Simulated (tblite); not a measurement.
C2H8FPSi2.
SMILES with atom numbers: `[F:1]/[C:2]([SiH3:3])=[CH:4]\[SiH2:5][PH2:6]` (hydrogens: H7, H8, H9 on Si3; H10 on C4; H11, H12 on Si5; H13, H14 on P6)

Computed with GFN2-xTB (tblite), gas phase: L-BFGS steps from a force-field or distance-geometry start until the largest atomic force falls under 0.01 eV/Å.

Step 0: E = -517.6113 eV
```
atom  x, y, z in Å  |  force x, y, z in eV/Å
F1      0.4647   -0.8154    1.4754   -0.130   0.040  -0.195
C2      0.9642   -0.2509    0.3422   -0.600   0.121  -0.737
Si3     2.7640    0.1983    0.4179    1.391   0.596   0.068
C4      0.1607   -0.0676   -0.7141    0.792  -0.144   0.712
Si5    -1.6116   -0.5130   -0.7834   -1.459  -0.956  -0.183
P6     -2.7635    1.1416    0.1347   -0.485   0.332   0.625
H7      3.5956   -1.0026    0.6201   -0.200   0.108   0.031
H8      3.0181    1.1716    1.5187   -0.162  -0.342  -0.288
H9      3.1702    0.8307   -0.8669   -0.249  -0.197   0.334
H10     0.5296    0.3678   -1.6186    0.554   0.180  -0.016
H11    -1.9077   -1.7736   -0.0703    0.137   0.080  -0.148
H12    -2.0331   -0.6444   -2.2051    0.108   0.045   0.322
H13    -3.9965    0.4610    0.2582    0.556   0.149   0.035
H14    -2.3554    0.8960    1.4690   -0.253  -0.013  -0.561
```

Question: Estimate the geometry and energy of step 1. (The exact step hangs on the optimiser's Hessian estimate; all steps are aligned on step 0, rigid shifts and turns removed.)

Answer: E = -517.6934 eV, largest force 1.083 eV/Å
```
atom  x, y, z in Å  |  force x, y, z in eV/Å
F1      0.4629   -0.8148    1.4726   -0.106   0.050  -0.215
C2      0.9556   -0.2492    0.3317    0.839   0.042   0.515
Si3     2.7839    0.2068    0.4189    0.580   0.269   0.047
C4      0.1720   -0.0696   -0.7039   -0.756  -0.003  -0.775
Si5    -1.6324   -0.5267   -0.7860   -0.579  -0.330  -0.014
P6     -2.7704    1.1464    0.1436   -0.273   0.277   0.283
H7      3.5927   -1.0011    0.6205   -0.112   0.030   0.044
H8      3.0158    1.1668    1.5146   -0.094  -0.181  -0.120
H9      3.1667    0.8279   -0.8621   -0.147  -0.093   0.153
H10     0.5375    0.3704   -1.6188    0.416   0.050   0.234
H11    -1.9058   -1.7725   -0.0724    0.051  -0.152  -0.025
H12    -2.0315   -0.6437   -2.2005    0.028   0.015   0.131
H13    -3.9885    0.4631    0.2587    0.358   0.082   0.086
H14    -2.3591    0.8958    1.4610   -0.205  -0.056  -0.344
```

The energy changes by -0.0821 eV. The first-order estimate −F·Δx gives -0.1420 eV and the mean of the old and new forces, exact on a quadratic surface, -0.0821 eV. The step makes an angle of 0° with the force vector and moves no atom by more than 0.025 Å.

What follows is the cost of the whole relaxation. Hardware: one thread, Arm Neoverse N1 (aarch64), no GPU, on a shared host. Cost: 0.44 s.
